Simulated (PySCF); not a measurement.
A GIAO shielding run with PySCF 2.14 (density fitting, non-relativistic, gas phase) on SMILES CSC[Si](F)(F)F, C2H5F3SSi:

```
$ OMP_NUM_THREADS=1 python probes_run.py task.json out

{"job": {"kind": "nmr", "xc": "PBE0", "basis": "pcSseg-1"}, "charge": 0, "multiplicity": 1}
C      1.928123    -0.476494    -0.092216
S      0.662193    -1.144701     1.021402
C     -0.556692     0.232872     0.972103
Si    -1.581515     0.289204    -0.601800
F     -2.159967     1.738148    -0.898985
F     -2.832237    -0.680685    -0.582475
F     -0.806587    -0.088552    -1.932625
H      2.286222     0.474166     0.294348
H      2.737753    -1.199118    -0.101958
H      1.524268    -0.359323    -1.092770
H     -1.196276     0.058925     1.837083
H     -0.004087     1.154872     1.151866
```

Hardware: 1 thread of an Intel Xeon, shared host. The job also computes population analyses, field gradients.

Task: How large is the calculation?

Result: 74 electrons, 158 basis functions and 869 auxiliary functions.

Task: How long does it take, and how much memory does it need?

Result: 77 s of wall time, with 13 SCF cycles and 5 response iterations; peak memory 0.72 GiB. Times on a shared host scatter by some tens of per cent.
